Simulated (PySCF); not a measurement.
## AsH: energy against distance

Set-up: As def2-TZVPP, H def2-TZVPP; no relativity (PySCF 2.14). Energies in eV from As + H in their ground configurations at the same level. State: ³Σ⁻ (triplet), unpaired electrons π ↑↑.

All columns are BLYP. A positive dipole means As(−)H(+).

```
R (Å)  E (eV)  μ (D)  Mulliken charge on As (basis-dependent)  HOMO (eV)  LUMO (eV)  Mayer bond order  ⟨S²⟩
1.317  -2.455   0.46                                    -0.04      -5.47      -3.94              0.97  2.00
1.379  -2.766   0.36                                    -0.02      -5.47      -3.94              0.98  2.00
1.440  -2.952   0.26                                    -0.01      -5.47      -3.94              0.98  2.00
1.486  -3.027   0.18                                     0.00      -5.48      -3.94              0.98  2.00
1.532  -3.058   0.10                                     0.01      -5.48      -3.94              0.99  2.00
1.578  -3.054   0.02                                     0.02      -5.49      -3.95              0.99  2.00
1.639  -3.005  -0.08                                     0.03      -5.50      -3.96              0.99  2.00
1.716  -2.891  -0.21                                     0.04      -5.52      -3.97              0.99  2.00
1.808  -2.704  -0.37                                     0.06      -5.55      -4.00              0.99  2.00
1.930  -2.403  -0.57                                     0.07      -5.60      -4.03              0.98  2.01
```

A fit through these points gives, at Re = 1.549 Å, μ = 0.07 D and dμ/dR = -1.72 D/Å; the reduced mass is 0.9944 u.

**Question.** How strong is the fundamental in the double-harmonic approximation, I = 42.26·(dμ/dR)²/μred km/mol?

**Answer.** I = 42.26·(-1.72)²/0.9944 = 126 km/mol at BLYP.

Spin–orbit coupling is left out. The state is the lowest determinant that a PBE0 search found; another state may lie lower at other levels.
